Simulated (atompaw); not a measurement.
**What the settings do to the PAW (atompaw) potential of boron (B)**

Base potential:

* Element: B (Z = 5)
* Generator: atompaw 4.2.0.5
* Type: PAW
* Functional: LDA (PW92)
* Relativity: non-relativistic
* Frozen core: [He]
* Valence charge: 3
* Reference configuration: 2s2 2p1
* Partial waves: 2s (bound); 2s channel at 0.3 Ry; 2p (bound); 2p channel at 1.6 Ry; 3d channel at -0.05 Ry
* Local potential: troulliermartins scheme with l = 3 at 0 Ry, radius 2.55 bohr
* Core correction: smooth core density matched at 1.80 bohr
* Augmentation charge: besselshape compensation charge, radius 2.65 bohr; PAW radius 3.00 bohr; waves and projectors: bloechl

Cutoffs, loose and tight: the cutoffs (Ry, on a coarse ladder) from which the occupation-weighted sum of valence levels, in a spherical-Bessel basis at the reference potential, stays within 10 and 1 mRy of its value at 400 Ry. They see the waves, projectors and local potential, not the compensation charge or the core. A dash means not determined.

| change | outcome | cutoff, loose | cutoff, tight | bound ghosts |
| --- | --- | --- | --- | --- |
| base | generated | 8 Ry | 15 Ry | none |
| all radii scaled by about 0.78 (s 2.34, p 2.34, d 2.34 bohr); local potential troulliermartins scheme with l = 3 at 0 Ry, radius 2.00 bohr; augmentation besselshape compensation charge, radius 2.06 bohr; PAW radius 2.34 bohr; waves and projectors: bloechl; core correction smooth core density matched at 1.40 bohr | generated | 12 Ry | 21 Ry | none |
| all radii scaled by about 0.84 (s 2.52, p 2.52, d 2.52 bohr); local potential troulliermartins scheme with l = 3 at 0 Ry, radius 2.14 bohr; augmentation besselshape compensation charge, radius 2.22 bohr; PAW radius 2.52 bohr; waves and projectors: bloechl; core correction smooth core density matched at 1.52 bohr | generated | 12 Ry | 18 Ry | none |
| all radii scaled by about 1.06 (s 3.18, p 3.18, d 3.18 bohr); local potential troulliermartins scheme with l = 3 at 0 Ry, radius 2.70 bohr; augmentation besselshape compensation charge, radius 2.82 bohr; PAW radius 3.18 bohr; waves and projectors: bloechl; core correction smooth core density matched at 1.92 bohr | generated | 8 Ry | 12 Ry | none |
| all radii scaled by about 1.19 (s 3.56, p 3.56, d 3.56 bohr); local potential troulliermartins scheme with l = 3 at 0 Ry, radius 3.04 bohr; augmentation besselshape compensation charge, radius 3.14 bohr; PAW radius 3.56 bohr; waves and projectors: bloechl; core correction smooth core density matched at 2.14 bohr | generated | 6 Ry | 10 Ry | none |

Problem. What comes out with this change to the base: all radii scaled by about 1.27 (s 3.82, p 3.82, d 3.82 bohr); local potential troulliermartins scheme with l = 3 at 0 Ry, radius 3.24 bohr; augmentation besselshape compensation charge, radius 3.38 bohr; PAW radius 3.82 bohr; waves and projectors: bloechl; core correction smooth core density matched at 2.30 bohr?

Solution. outcome: generated; cutoff, loose: 6 Ry; cutoff, tight: 8 Ry; bound ghosts: none.

Reading the sweep of the scale of all radii (base = 1) (base included, trends over the rows without a ghost): The loose cutoff falls from 12 Ry at 0.78 to 6 Ry at 1.27. A larger radius leaves more room for a smooth pseudo-wave, so fewer plane waves are needed; a smaller one forces it to follow the all-electron wave where it bends sharply.
